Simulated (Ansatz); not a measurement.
Ligand exchange: C2H5ClMg + C2H4 → C2H6Mg + C2H3Cl

Species: C2H5ClMg `C[CH2][Mg][Cl]`, singlet; C2H4 (ethylene) `C=C`, singlet; C2H6Mg `C[CH2][MgH]`, singlet; C2H3Cl `C=CCl`, singlet. The partners trade Cl for H: Mg–Cl and C–H bonds give way to Mg–H and C–Cl.

Shapes, held fixed at every level: PBE0-D4/def2-TZVP. Programs: Ansatz 0.2.0. The zero-point and thermal change to 298 K, harmonic and unscaled (PBE0-D4/def2-TZVP), is -14.2 kJ/mol.

Question: Estimate ΔH(298 K) of this reaction.

Answer: The highest level, CCSD(T)/def2-TZVPP, gives ΔH(298 K) = +248.6 kJ/mol; the levels span +222.3 to +265.7. The column of differences is taken from that level and isn't an error. No measured value is set beside it here. Outer-core shells of Mg are correlated, in sets that cover them unevenly.

```tsv
level	kind	ΔH(298 K) (kJ/mol)	less CCSD(T)/def2-TZVPP
SPW92/def2-TZVPP	LDA	+222.3	-26.3
B3LYP-D4/def2-TZVPP	global hybrid	+244.9	-3.7
r2SCAN0-D4/def2-TZVPP	global hybrid	+253.2	+4.6
B2PLYP/def2-TZVPP	double hybrid	+252.1	+3.5
MP2/def2-SVP	perturbation theory	+265.7	+17.1
MP2/def2-TZVPP	perturbation theory	+253.6	+5.0
CCSD/def2-TZVPP	coupled cluster or CI	+253.1	+4.5
CCSD(T)/def2-TZVPP	coupled cluster or CI	+248.6	0.0
```
